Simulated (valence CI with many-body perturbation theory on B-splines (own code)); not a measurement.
# Bi³²⁺: calculated level list

Calculated by valence CI with perturbative core correlation (CI+MBPT): five valence electrons over a frozen Dirac-Fock core [Kr] 4d10, radial functions for each j: 7 s, 7 p, 7 d, 7 f, 4 g, 2 h, with the one-electron correlation potential Σ1 (screened to all orders), the two-electron term Σ2, the three-electron term Σ3, Breit, model QED; selected single and double excitations, second order for the rest, scaled by the run's own slope (own B-spline code, finite nucleus).

No measured spectrum was set against this ion. As an estimate, large intervals hold to a few tenths of a per cent, small ones and those within an open d or f shell to about a per cent. Among the levels kept, up to 960 cm⁻¹ of a level comes from second order outside the variational space, and about a tenth of that is noise between levels of different J, which matters for small intervals. Only levels of the ground parity were solved; by the run's estimate the other parity begins above the list, which can be wrong where configurations are misplaced.

Levels 136 to 180 of 193, with energies above the lowest level, 4f5 6H°_5/2 [a]. "Leading %" is the weight of the configuration and term that name the level; weights of strongly mixed levels are sums over their largest components and can fall short. In the jj column 3d3/2^4 stands for four electrons in 3d with j = 3/2.

```csv
No.,Configuration,Term,J,E (cm⁻¹),Leading %,g,Leading jj
136,4f5,4F°,3/2,282250,45,0.953,4f5/2^2 4f7/2^3 (62 %)
137,4f5,2K°,15/2,284910,59,1.090,4f5/2^2 4f7/2^3 (53 %)
138,4f5,4D°,3/2,285780,30,1.204,4f5/2^2 4f7/2^3 (37 %)
139,4f5,2H°,11/2,287880,34,1.058,4f5/2^2 4f7/2^3 (70 %)
140,4f5,4I°,9/2,288400,27,0.963,4f5/2 4f7/2^4 (47 %)
141,4f5,2F°,5/2,289110,43,1.042,4f5/2 4f7/2^4 (65 %)
142,4f5,2K°,15/2,292350,46,1.060,4f7/2^5 (45 %)
143,4f5,2F°,5/2,292840,41,1.026,4f5/2^2 4f7/2^3 (43 %)
144,4f5,4D°,3/2,295210,38,1.222,4f5/2 4f7/2^4 (57 %)
145,4f5,2G°,9/2,296400,39,1.016,4f5/2^2 4f7/2^3 (37 %)
146,4f5,4F°,3/2,299340,27,1.127,4f5/2^2 4f7/2^3 (61 %)
147,4f5,4D°,1/2,299890,73,0.209,4f5/2^2 4f7/2^3 (77 %)
148,4f5,2H°,11/2,300560,35,1.050,4f5/2^2 4f7/2^3 (46 %)
149,4f5,2F°,7/2,301110,46,1.180,4f5/2^2 4f7/2^3 (41 %)
150,4f5,2I°,13/2,301440,49,1.049,4f5/2^2 4f7/2^3 (46 %)
151,4f5,4F°,9/2,301940,37,1.117,4f5/2^2 4f7/2^3 (56 %)
152,4f5,4P°,5/2,307120,23,1.110,4f5/2^2 4f7/2^3 (52 %)
153,4f5,2I°,13/2,308380,44,1.033,4f5/2^2 4f7/2^3 (68 %)
154,4f5,2G°,7/2,313490,60,0.987,4f5/2^2 4f7/2^3 (69 %)
155,4f5,4I°,11/2,315960,40,1.008,4f5/2^2 4f7/2^3 (53 %)
156,4f5,4F°,5/2,317750,44,0.973,4f5/2^2 4f7/2^3 (63 %)
157,4f5,4G°,11/2,318300,35,1.076,4f5/2^2 4f7/2^3 (52 %)
158,4f5,2G°,7/2,319250,38,0.998,4f5/2^2 4f7/2^3 (46 %)
159,4f5,2L°,15/2,322180,45,1.065,4f5/2^2 4f7/2^3 (68 %)
160,4f5,2H°,9/2,325530,68,0.967,4f5/2^2 4f7/2^3 (76 %)
161,4f5,4F°,3/2,330410,38,0.845,4f5/2^2 4f7/2^3 (46 %)
162,4f5,2I°,11/2,331760,45,1.026,4f5/2 4f7/2^4 (48 %)
163,4f5,2P°,3/2,335710,39,1.209,4f7/2^5 (54 %)
164,4f5,4G°,5/2,336260,35,0.955,4f5/2^2 4f7/2^3 (40 %)
165,4f5,4I°,13/2,337080,43,1.058,4f5/2 4f7/2^4 (51 %)
166,4f5,2G°,7/2,337870,38,1.108,4f5/2 4f7/2^4 (63 %)
167,4f5,2G°,9/2,338100,33,1.098,4f7/2^5 (50 %)
168,4f5,2D°,5/2,342670,38,1.003,4f5/2^2 4f7/2^3 (42 %)
169,4f5,2G°,7/2,344150,29,1.059,4f5/2^2 4f7/2^3 (66 %)
170,4f5,2H°,9/2,350930,42,1.009,4f5/2 4f7/2^4 (62 %)
171,4f5,2L°,17/2,350990,69,1.041,4f5/2 4f7/2^4 (83 %)
172,4f5,2I°,13/2,355060,62,1.053,4f5/2 4f7/2^4 (80 %)
173,4f5,2K°,15/2,356170,44,1.049,4f5/2 4f7/2^4 (47 %)
174,4f5,2G°,9/2,358350,51,1.123,4f5/2 4f7/2^4 (66 %)
175,4f5,2P°,3/2,358880,40,1.053,4f5/2 4f7/2^4 (36 %)
176,4f5,2P°,1/2,360720,83,0.585,4f5/2^2 4f7/2^3 (39 %)
177,4f5,4G°,7/2,364580,34,1.060,4f5/2^2 4f7/2^3 (44 %)
178,4f5,2H°,11/2,365850,38,1.098,4f5/2 4f7/2^4 (55 %)
179,4f5,2H°,11/2,370460,51,1.054,4f5/2 4f7/2^4 (47 %)
180,4f5,2K°,15/2,371280,93,1.063,4f5/2^2 4f7/2^3 (54 %)
```

Names give the largest LS component (configuration and term), which can be under half, so a name can repeat, a term be missing and a line seem to break the LS rules; names also repeat where a configuration has a term twice.

Where two levels of one J and parity lie close, their mixing, g and order are uncertain.
